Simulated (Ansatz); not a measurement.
Total energies of `CC(C)[CH2][In]([F])[F]`.

Cartesian coordinates in Å:
```
C 0.693 -0.706 1.289
C -0.504 -0.660 0.354
C -0.169 -1.281 -0.993
C -1.048 0.753 0.204
In 0.388 2.085 -0.663
F 2.188 1.583 -1.229
F 0.213 3.985 -1.046
H 1.547 -0.172 0.854
H 0.464 -0.257 2.259
H 1.016 -1.735 1.465
H -1.311 -1.253 0.808
H 0.671 -0.757 -1.465
H 0.127 -2.326 -0.881
H -1.023 -1.247 -1.676
H -1.927 0.794 -0.444
H -1.326 1.195 1.164
```

Charge 0, multiplicity 1. Correlated methods include outer-core shells of In, which these sets cover unevenly. In takes the def2 core potential. The structure was optimised at the PBE0-D4/def2-TZVP level. It is one conformer, not always the lowest. Basis def2-TZVPP, Ansatz 0.2.0.

RPA on PBE orbitals: Hartree–Fock energy of these orbitals -544.91463 Eh, correlation -2.33211 Eh (frozen core).

```tsv
functional	kind	energy without D4 (Eh)	D4 term (kJ/mol)
LDA (SPW92)	LDA	-544.80067	–
PBE	GGA	-547.47382	-35.9
revPBE	GGA	-547.81398	-106.8
r2SCAN	meta-GGA	-547.77848	-9.2
B97M-V	meta-GGA with VV10	-547.82344	–
PBE0	global hybrid, 25 % exact exchange	-547.49746	-30.6
B3LYP	global hybrid, 20 %	-547.96072	-57.4
r2SCANh	meta-GGA hybrid, 10 %	-547.74679	-9.8
r2SCAN0	meta-GGA hybrid, 25 %	-547.70155	-10.8
BHLYP	global hybrid, 50 %	-547.62674	-44.6
LC-ωPBE	long-range corrected hybrid	-547.71656	–
ωB97X-V	range-separated hybrid GGA with VV10	-547.75770	–
B2PLYP	double hybrid	-547.41634	–
PBE-QIDH	double hybrid	-547.25338	–
```

Problem. Give the same for BLYP, HSE06 (plane-wave form), CAM-B3LYP, ωB97M-V. (Estimate.)

Solution. Computed: 
| functional | kind | energy without D4 (Eh) | D4 term (kJ/mol) |
| --- | --- | --- | --- |
| BLYP | GGA | -547.73201 | -77.7 |
| HSE06 (plane-wave form) | screened hybrid | -547.47796 | -28.6 |
| CAM-B3LYP | range-separated hybrid | -547.72732 | -31.1 |
| ωB97M-V | range-separated hybrid meta-GGA with VV10 | -547.69540 | – |

B3LYP takes the VWN-RPA correlation (the form of Gaussian; ORCA's B3LYP/G). HSE06 is the plane-wave form, built on full-range PBE exchange. The double hybrids freeze the cores in their second-order part.

LC-ωPBE has ω = 0.4 bohr⁻¹.
